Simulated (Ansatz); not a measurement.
Ansatz (an electronic-structure program) input (B3LYP-D3(BJ)/def2-TZVP):

Ansatz 0.2 input:
```yaml
crystal:
  periodic: [false, false, false]
  atoms:
    - {symbol: Si, position_ang: [-0.85719512, 0.00963483, -0.62771080]}
    - {symbol: C, position_ang: [-1.93400580, 1.55640902, -0.54613414]}
    - {symbol: C, position_ang: [-1.34512872, -1.23024575, 0.70420793]}
    - {symbol: N, position_ang: [0.80115567, 0.45706967, -0.32931683]}
    - {symbol: Si, position_ang: [2.03704543, -0.41006031, 0.52110299]}
    - {symbol: H, position_ang: [-2.97773735, 1.31430442, -0.75478895]}
    - {symbol: H, position_ang: [-1.61403076, 2.30441026, -1.27402086]}
    - {symbol: H, position_ang: [-1.87416718, 2.00275376, 0.45167705]}
    - {symbol: H, position_ang: [-2.38100970, -1.54500702, 0.56638459]}
    - {symbol: H, position_ang: [-0.72158261, -2.12562593, 0.67514779]}
    - {symbol: H, position_ang: [-1.25400399, -0.78215465, 1.69883776]}
    - {symbol: H, position_ang: [1.12909098, 1.26893746, -0.83463508]}
    - {symbol: H, position_ang: [2.14956654, -1.81303656, 0.05128695]}
    - {symbol: H, position_ang: [3.32482403, 0.28538765, 0.29060340]}
    - {symbol: H, position_ang: [1.76786292, -0.46048023, 1.97879180]}
basis:
  gaussian:
    orbitals: def2-TZVP
hamiltonian:
  xc: b3lyp
  dispersion: d3bj
magnetization: {spin_polarized: true, initial_magnetization: 1}
phonons: {temperatures: {t_min: 298.15, t_max: 298.15, t_step: 100}}
```

Output:

```
Functional definition: B3LYP
integrals: 0.17 GiB planned
1477 factors; their error is unknown
0.31 GiB of the device are held for the grids
1.30 GiB of device memory are held for the factors and their scratch space
mean field: 1.45 GiB planned
mean field evaluation 1: about -19468.0083 eV, gradient 6.7e1 eV
mean field evaluation 2: about -19444.0367 eV, gradient 9.1e1 eV
mean field evaluation 4: about -19486.0858 eV, gradient 7.0e0 eV
mean field evaluation 8: about -19486.3090 eV, gradient 6.1e-2 eV
mean field evaluation 16: about -19486.3490 eV, gradient 2.0e-4 eV
mean field -19486.34898878 eV, -716.1101170160 hartree, gradient 4.9e-5 eV, S^2 0.751698; 0 other end points of the search recorded, 0 dependent functions left out
the calculation of the forces begins
reference -19486.34931532 eV, -716.1101290161 hartree; 29, 28 occupied and 198, 199 virtual orbitals, 1477 factors
these checks for a lower state are left out or cut short: stability, starts, cluster_reference, orbital_swaps, neighbouring_geometries, increment
integrals: 0.17 GiB planned
1477 factors; their error is unknown
0.31 GiB of the device are held for the grids
1.30 GiB of device memory are held for the factors and their scratch space
mean field: 1.45 GiB planned
mean field -19486.34887248 eV, -716.1101127421 hartree, gradient 1.9e-6 eV, S^2 0.751698; 0 other end points of the search recorded, 0 dependent functions left out
the calculation of the forces begins
reference -19486.34919905 eV, -716.1101247432 hartree; 29, 28 occupied and 198, 199 virtual orbitals, 1477 factors
these checks for a lower state are left out or cut short: stability, starts, cluster_reference, orbital_swaps, neighbouring_geometries, increment
integrals: 0.17 GiB planned
1477 factors; their error is unknown
0.31 GiB of the device are held for the grids
1.30 GiB of device memory are held for the factors and their scratch space
mean field: 1.45 GiB planned
mean field -19486.34890621 eV, -716.1101139815 hartree, gradient 1.9e-6 eV, S^2 0.751699; 0 other end points of the search recorded, 0 dependent functions left out
the calculation of the forces begins
reference -19486.34923272 eV, -716.1101259807 hartree; 29, 28 occupied and 198, 199 virtual orbitals, 1477 factors
these checks for a lower state are left out or cut short: stability, starts, cluster_reference, orbital_swaps, neighbouring_geometries, increment
integrals: 0.17 GiB planned
1477 factors; their error is unknown
0.31 GiB of the device are held for the grids
1.30 GiB of device memory are held for the factors and their scratch space
mean field: 1.44 GiB planned
mean field evaluation 32: about -19486.3489 eV, gradient 1.0e-1 eV
mean field -19486.34892981 eV, -716.1101148489 hartree, gradient 2.8e-6 eV, S^2 0.751696; 0 other end points of the search recorded, 0 dependent functions left out
the calculation of the forces begins
reference -19486.34925633 eV, -716.1101268483 hartree; 29, 28 occupied and 198, 199 virtual orbitals, 1477 factors
these checks for a lower state are left out or cut short: stability, starts, cluster_reference, orbital_swaps, neighbouring_geometries, increment
integrals: 0.17 GiB planned
1477 factors; their error is unknown
0.31 GiB of the device are held for the grids
1.30 GiB of device memory are held for the factors and their scratch space
mean field: 1.45 GiB planned
mean field -19486.34888884 eV, -716.1101133431 hartree, gradient 2.4e-6 eV, S^2 0.751701; 0 other end points of the search recorded, 0 dependent functions left out
[...]
mean field -19486.34891949 eV, -716.1101144694 hartree, gradient 1.8e-6 eV, S^2 0.751698; 0 other end points of the search recorded, 0 dependent functions left out
the calculation of the forces begins
reference -19486.34924600 eV, -716.1101264686 hartree; 29, 28 occupied and 198, 199 virtual orbitals, 1477 factors
these checks for a lower state are left out or cut short: stability, starts, cluster_reference, orbital_swaps, neighbouring_geometries, increment
integrals: 0.17 GiB planned
1477 factors; their error is unknown
0.31 GiB of the device are held for the grids
1.30 GiB of device memory are held for the factors and their scratch space
mean field: 1.45 GiB planned
mean field -19486.34897181 eV, -716.1101163922 hartree, gradient 1.2e-6 eV, S^2 0.751698; 0 other end points of the search recorded, 0 dependent functions left out
the calculation of the forces begins
reference -19486.34929837 eV, -716.1101283931 hartree; 29, 28 occupied and 198, 199 virtual orbitals, 1477 factors
these checks for a lower state are left out or cut short: stability, starts, cluster_reference, orbital_swaps, neighbouring_geometries, increment
integrals: 0.17 GiB planned
1477 factors; their error is unknown
0.31 GiB of the device are held for the grids
1.30 GiB of device memory are held for the factors and their scratch space
mean field: 1.45 GiB planned
mean field -19486.34897054 eV, -716.1101163456 hartree, gradient 1.0e-6 eV, S^2 0.751698; 0 other end points of the search recorded, 0 dependent functions left out
the calculation of the forces begins
reference -19486.34929706 eV, -716.1101283450 hartree; 29, 28 occupied and 198, 199 virtual orbitals, 1477 factors
these checks for a lower state are left out or cut short: stability, starts, cluster_reference, orbital_swaps, neighbouring_geometries, increment
integrals: 0.17 GiB planned
1477 factors; their error is unknown
0.31 GiB of the device are held for the grids
1.30 GiB of device memory are held for the factors and their scratch space
mean field: 1.45 GiB planned
mean field evaluation 512: about -19486.3490 eV, gradient 2.4e-2 eV
mean field -19486.34898650 eV, -716.1101169320 hartree, gradient 1.1e-6 eV, S^2 0.751698; 0 other end points of the search recorded, 0 dependent functions left out
the calculation of the forces begins
reference -19486.34931303 eV, -716.1101289320 hartree; 29, 28 occupied and 198, 199 virtual orbitals, 1477 factors
these checks for a lower state are left out or cut short: stability, starts, cluster_reference, orbital_swaps, neighbouring_geometries, increment
integrals: 0.17 GiB planned
1477 factors; their error is unknown
0.31 GiB of the device are held for the grids
1.30 GiB of device memory are held for the factors and their scratch space
mean field: 1.45 GiB planned
mean field -19486.34897523 eV, -716.1101165180 hartree, gradient 1.2e-6 eV, S^2 0.751698; 0 other end points of the search recorded, 0 dependent functions left out
the calculation of the forces begins
reference -19486.34930178 eV, -716.1101285184 hartree; 29, 28 occupied and 198, 199 virtual orbitals, 1477 factors
these checks for a lower state are left out or cut short: stability, starts, cluster_reference, orbital_swaps, neighbouring_geometries, increment
integrals: 0.17 GiB planned
1477 factors; their error is unknown
0.31 GiB of the device are held for the grids
1.30 GiB of device memory are held for the factors and their scratch space
mean field: 1.45 GiB planned
mean field -19486.34901802 eV, -716.1101180904 hartree, gradient 1.7e-6 eV, S^2 0.751698; 0 other end points of the search recorded, 0 dependent functions left out
the calculation of the forces begins
reference -19486.34934457 eV, -716.1101300909 hartree; 29, 28 occupied and 198, 199 virtual orbitals, 1477 factors
these checks for a lower state are left out or cut short: stability, starts, cluster_reference, orbital_swaps, neighbouring_geometries, increment
integrals: 0.17 GiB planned
1477 factors; their error is unknown
0.31 GiB of the device are held for the grids
1.30 GiB of device memory are held for the factors and their scratch space
mean field: 1.45 GiB planned
mean field -19486.34894260 eV, -716.1101153189 hartree, gradient 1.7e-6 eV, S^2 0.751699; 0 other end points of the search recorded, 0 dependent functions left out
the calculation of the forces begins
reference -19486.34926913 eV, -716.1101273187 hartree; 29, 28 occupied and 198, 199 virtual orbitals, 1477 factors
these checks for a lower state are left out or cut short: stability, starts, cluster_reference, orbital_swaps, neighbouring_geometries, increment
integrals: 0.17 GiB planned
1477 factors; their error is unknown
0.31 GiB of the device are held for the grids
1.30 GiB of device memory are held for the factors and their scratch space
mean field: 1.45 GiB planned
mean field -19486.34897891 eV, -716.1101166532 hartree, gradient 1.3e-6 eV, S^2 0.751699; 0 other end points of the search recorded, 0 dependent functions left out
the calculation of the forces begins
reference -19486.34930546 eV, -716.1101286538 hartree; 29, 28 occupied and 198, 199 virtual orbitals, 1477 factors
these checks for a lower state are left out or cut short: stability, starts, cluster_reference, orbital_swaps, neighbouring_geometries, increment
integrals: 0.17 GiB planned
1477 factors; their error is unknown
0.31 GiB of the device are held for the grids
1.30 GiB of device memory are held for the factors and their scratch space
mean field: 1.44 GiB planned
mean field evaluation 544: about -19486.3490 eV, gradient 3.6e-5 eV
mean field -19486.34898439 eV, -716.1101168547 hartree, gradient 1.5e-6 eV, S^2 0.751698; 0 other end points of the search recorded, 0 dependent functions left out
the calculation of the forces begins
reference -19486.34931092 eV, -716.1101288544 hartree; 29, 28 occupied and 198, 199 virtual orbitals, 1477 factors
these checks for a lower state are left out or cut short: stability, starts, cluster_reference, orbital_swaps, neighbouring_geometries, increment
integrals: 0.17 GiB planned
1477 factors; their error is unknown
0.31 GiB of the device are held for the grids
1.30 GiB of device memory are held for the factors and their scratch space
mean field: 1.45 GiB planned
mean field -19486.34896806 eV, -716.1101162546 hartree, gradient 2.2e-6 eV, S^2 0.751698; 0 other end points of the search recorded, 0 dependent functions left out
the calculation of the forces begins
reference -19486.34929462 eV, -716.1101282553 hartree; 29, 28 occupied and 198, 199 virtual orbitals, 1477 factors
these checks for a lower state are left out or cut short: stability, starts, cluster_reference, orbital_swaps, neighbouring_geometries, increment
integrals: 0.17 GiB planned
1477 factors; their error is unknown
0.31 GiB of the device are held for the grids
1.30 GiB of device memory are held for the factors and their scratch space
mean field: 1.45 GiB planned
mean field -19486.34890303 eV, -716.1101138646 hartree, gradient 2.0e-6 eV, S^2 0.751699; 0 other end points of the search recorded, 0 dependent functions left out
the calculation of the forces begins
reference -19486.34922955 eV, -716.1101258642 hartree; 29, 28 occupied and 198, 199 virtual orbitals, 1477 factors
Total energy: -19487.00889689 eV, -716.1343681916 hartree
Atom 0 at    -0.857195     0.009635    -0.627711 Å, force    -0.000151     0.000497     0.000273 eV/Å
Atom 1 at    -1.934006     1.556409    -0.546134 Å, force    -0.000046     0.000069    -0.000176 eV/Å
Atom 2 at    -1.345129    -1.230246     0.704208 Å, force    -0.000414    -0.000122    -0.000223 eV/Å
Atom 3 at     0.801156     0.457070    -0.329317 Å, force    -0.000018    -0.000435     0.000152 eV/Å
Atom 4 at     2.037045    -0.410060     0.521103 Å, force     0.000813    -0.000194    -0.000029 eV/Å
Atom 5 at    -2.977737     1.314304    -0.754789 Å, force     0.000203    -0.000043    -0.000007 eV/Å
Atom 6 at    -1.614031     2.304410    -1.274021 Å, force    -0.000089     0.000079    -0.000009 eV/Å
Atom 7 at    -1.874167     2.002754     0.451677 Å, force    -0.000006    -0.000062    -0.000107 eV/Å
Atom 8 at    -2.381010    -1.545007     0.566385 Å, force     0.000119    -0.000010     0.000065 eV/Å
Atom 9 at    -0.721583    -2.125626     0.675148 Å, force     0.000103    -0.000227     0.000046 eV/Å
Atom 10 at    -1.254004    -0.782155     1.698838 Å, force     0.000045     0.000084     0.000071 eV/Å
Atom 11 at     1.129091     1.268937    -0.834635 Å, force    -0.000259     0.000291    -0.000226 eV/Å
Atom 12 at     2.149567    -1.813037     0.051287 Å, force    -0.000077     0.000397     0.000268 eV/Å
Atom 13 at     3.324824     0.285388     0.290603 Å, force    -0.000567    -0.000300     0.000373 eV/Å
Atom 14 at     1.767863    -0.460480     1.978792 Å, force     0.000343    -0.000024    -0.000472 eV/Å
Dipole moment:    -0.064468     0.185797     0.001890 e Å
Vibrations: 54.48 61.25 123.31 150.65 163.40 189.76 237.84 286.75 368.89 573.15 648.70 682.62 713.90 724.25 728.36 810.29 821.12 856.29 931.75 946.34 973.12 1003.34 1190.09 1272.30 1282.03 1449.31 1454.93 1456.59 1466.86 2207.12 2219.11 2229.30 3013.52 3015.87 3086.52 3088.00 3105.06 3107.09 3568.86 cm⁻¹, zero-point energy 3.115854 eV
```

It need not be the lowest isomer of its formula.
